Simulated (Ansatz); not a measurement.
In₅P₄H₁₆, a cluster cut from zinc blende InP (hydrogen-capped). Charge 0, multiplicity 2. Geometry PBE-D4/def2-SVP, that of the charge -1 singlet; atoms count from 1.

```xyz
25

In   -1.0656   -1.7140    2.5376
In   -3.0192    1.1787   -0.0513
In    1.0261    2.0987    1.5711
In    2.8354   -1.5545   -0.2274
In    0.8856    1.3402   -2.8157
P    -1.2204    0.7575    1.7683
P     0.4872   -2.5278    0.5426
P    -1.5109    0.4392   -2.1088
P     2.0283    0.8912   -0.5314
H    -2.5890   -2.5590    2.3429
H    -0.0720   -1.8818    3.9693
H    -4.3260    0.0136    0.0347
H    -3.2973    2.8895   -0.2982
H     2.0254    1.7056    2.9601
H     0.6418    3.7525    1.1241
H     3.8653   -1.7203    1.1785
H     3.2017   -2.3223   -1.7600
H     0.6507    3.0532   -3.0903
H     1.4633    0.2558   -4.0659
H    -1.8402    1.3639    2.9127
H     0.6398   -3.9490    0.6762
H    -0.3380   -2.5773   -0.6283
H    -2.3417    0.4818   -3.2791
H    -1.4090   -0.9896   -2.0522
H     3.2786    1.5745   -0.7096
```

In the def2 sets In takes a core potential; there is no spin–orbit coupling. Single mean-field runs in def2-TZVP are fitted with def2-universal-jkfit.

(1) Estimate the Mulliken populations from the PBE0/def2-TZVP orbitals of Ansatz.

(2) Where does the spin sit?

(3) And the Mayer bond orders between heavy atoms (over 0.3)?

Results:

(1) 
| atom | charge (e) | spin (α − β) |
| --- | --- | --- |
| In1 | 0.43 | 0.02 |
| In2 | 0.43 | 0.02 |
| In3 | 0.44 | -0.03 |
| In4 | 0.43 | 0.02 |
| In5 | 0.43 | 0.02 |
| P6 | -0.60 | 0.27 |
| P7 | -0.45 | 0.00 |
| P8 | -0.45 | 0.00 |
| P9 | -0.59 | 0.28 |
| H10 | -0.08 | 0.00 |
| H11 | -0.08 | 0.04 |
| H12 | -0.09 | 0.00 |
| H13 | -0.08 | 0.04 |
| H14 | -0.05 | 0.11 |
| H15 | -0.05 | 0.11 |
| H16 | -0.08 | 0.04 |
| H17 | -0.09 | 0.00 |
| H18 | -0.08 | 0.04 |
| H19 | -0.08 | 0.00 |
| H20 | 0.12 | -0.01 |
| H21 | 0.12 | 0.01 |
| H22 | 0.11 | 0.00 |
| H23 | 0.12 | 0.01 |
| H24 | 0.11 | 0.00 |
| H25 | 0.12 | -0.01 |
Mulliken values depend strongly on the basis.

(2) Summed by element: In 0.06, P 0.55, H 0.39, of 1 unpaired in all. Largest on single atoms: P9 0.28, P6 0.27, H15 0.11.

(3) In1–P6 0.55 (2.59 Å); In1–P7 0.58 (2.66 Å); In2–P6 0.55 (2.59 Å); In2–P8 0.58 (2.66 Å); In3–P6 0.67 (2.62 Å); In3–P9 0.67 (2.62 Å); In4–P7 0.58 (2.66 Å); In4–P9 0.55 (2.59 Å); In5–P8 0.58 (2.66 Å); In5–P9 0.54 (2.59 Å).
